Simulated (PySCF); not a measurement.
## Electron correlation in Co (cobalt, neutral)

[Ar] 3d7 4s1 4p1, one real determinant (an excited configuration). Computed with PySCF 2.14 in x2c-QZVPPall with one added diffuse shell each of s, p, d, f, g type (12s8p6d5f3g, 128 functions), with scalar relativity by spin-free X2C-1e. Frozen: [Ne]; 17 electrons correlated.

MP2 pair energies summed by pair of shells (mhartree):

```
 pair   energy  share (%)
3p-3d  -199.32       35.0
3d-3d  -197.33       34.6
3p-3p   -58.53       10.3
3s-3d   -41.79        7.3
3s-3p   -29.44        5.2
3d-4s   -18.38        3.2
3d-4p    -9.07        1.6
3p-4s    -6.02        1.1
3s-3s    -4.58        0.8
3p-4p    -2.30        0.4
4s-4p    -2.28        0.4
3s-4s    -0.57        0.1
3s-4p    -0.24        0.0
```

Total MP2 correlation energy: -569.84 mhartree.

Same-spin part -195.12 and opposite-spin part -374.73 mhartree; SCS-MP2 scales them by 1/3 and 6/5 to -514.71 mhartree.

The reference is one real determinant that mixes LS terms of this configuration.

This basis was not built for core-valence correlation, so the inner-shell part is incomplete.
